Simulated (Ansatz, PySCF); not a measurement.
Reaction 2 R1 → P1, each structure at its B3LYP-D3(BJ)/def2-SVP stationary point, reached from a drawn start (curvature not checked).
P1: C12H12 (SMILES C12C3C4C1C1C4C4C5C3C2C5C14), charge 0, multiplicity 1.
R1: C6H6 (SMILES c1ccccc1), charge 0, multiplicity 1.

P less R. No zero-point or thermal terms.

Frozen-core correlation throughout.

Codes used: Ansatz (Gaussian basis) for Hartree–Fock, density functionals and correlated methods; PySCF for the D3/D4 terms. No computed number here is a measurement.

### Question
Give the reaction energy at the level CCSD(T)/cc-pVDZ.

### Answer
108.9 kcal/mol

### Question
Estimate the reaction energy that B3LYP-D4/def2-TZVPP returns for this input.

### Answer
132.9 kcal/mol

### Question
Estimate the reaction energy that wB97M-V/def2-TZVPP returns for this input.

### Answer
106.6 kcal/mol

Ansatz is a program for electronic structure.
